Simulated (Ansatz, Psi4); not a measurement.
Species: BNH3, charge 0, multiplicity 2. SMILES: [BH]N
Coordinates optimised at B3LYP-D3(BJ)/def2-TZVP (Ansatz, a first-principles code):
```xyz
5

B     -0.8557    -0.0049    -0.0224
N      0.5158    -0.1008     0.0086
H     -1.4780     1.0104     0.0090
H      1.1355     0.6983     0.0620
H      1.0102    -0.9785    -0.0196
```
Charge 0, spin multiplicity 2.

wB97X-D/6-31G* beside other levels, property by property. Terms: 6-311+G** with 5d; no spin-orbit coupling; 6-31G* and kin with 6d, 5d where marked; atomisation electronic, to ground-state atoms; dispersion terms only where a functional's name holds one; frozen cores in correlated levels; open shells spin-unrestricted; non-relativistic; each state is the SCF solution reached for its charge and spin. CBS(X,Y): correlation extrapolated as X^-3; Hartree-Fock from the larger set. First-principles rows: single points at B3LYP-D3(BJ) geometries (Ansatz), with unscaled harmonic terms from B3LYP/6-31G* at its own minima, enthalpies of formation by atomisation with measured atoms.

Coupled cluster (Ansatz) is a level with limits of its own, used here on species with T1 under 0.025 (0.045 for open shells) and stable references: CCSD(T)/CBS(def2-TZVPPD,def2-QZVPPD).

| property | wB97X-D/6-31G* (Psi4) | B3LYP/6-311+G** (Ansatz) | PBE/def2-TZVPD (Ansatz) | B3LYP/def2-TZVPD (Ansatz) | to compare with |
|---|---|---|---|---|---|
| vertical ionisation energy to the singlet (eV) | 7.84 | 8.15 | 8.10 | 8.15 | 8.04 coupled cluster |
| atomisation energy (kcal/mol) | 386.6 | 393.1 | 401.2 | 395.0 | 388.0 coupled cluster |
| enthalpy of formation at 298 K (kcal/mol) | 38.1 | 31.7 | 23.5 | 29.7 | 36.8 coupled cluster |

As the rows show:
- vertical ionisation energy to the singlet: wB97X-D/6-31G* lies 0.20 eV below coupled cluster.
- atomisation energy: wB97X-D/6-31G* lies 1.4 kcal/mol below coupled cluster.
- enthalpy of formation at 298 K: wB97X-D/6-31G* lies 1.3 kcal/mol above coupled cluster.

The properties are those with a value to compare with, at most eight drawn at random. No case is left out for the size of its miss. Left out are saddle points of the reference geometry, anions that the best level run finds unbound, excited spin states, species near biochemistry, cases with under five habitual levels, runs that failed or whose electronic state is in doubt, and table entries that another table contradicts.
